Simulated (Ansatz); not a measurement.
The cluster CoO₂. Total charge 0; doublet. Geometry r2SCAN-D4/def2-TZVPD, that of the charge -1 singlet; atoms count from 1.

```xyz
3

Co    0.0000    0.0000    0.0000
O     1.1327    0.8601    0.7356
O    -1.1327   -0.8601   -0.7356
```

The structure comes from a short search, and lower isomers may exist.

Q: Estimate the Mulliken populations from the PBE/def2-TZVPD orbitals of Ansatz.

A: 
```json
{"atom": "Co1", "charge (e)": "0.87", "spin (α − β)": "0.95", "d electrons": "7.43"}
{"atom": "O2", "charge (e)": "-0.44", "spin (α − β)": "0.03", "d electrons": "–"}
{"atom": "O3", "charge (e)": "-0.44", "spin (α − β)": "0.03", "d electrons": "–"}
```
Mulliken values and Mayer orders depend strongly on the basis. With diffuse functions, as here, like atoms can get unlike values, and bond orders can come out too low or too high.

Q: Where does the spin sit?

A: Summed by element: Co 0.95, O 0.05, of 1 unpaired in all. Largest on single atoms: Co1 0.95, O2 0.03, O3 0.03.

Q: And the Mayer bond orders between bonded heavy atoms (over 0.3)?

A: Co1–O2 1.71 (1.60 Å); Co1–O3 1.71 (1.60 Å). Values over 0.3 also appear between atoms too far apart for a bond (O2–O3 0.56 at 3.20 Å); they arise where an orbital or an unpaired electron spreads over both atoms.
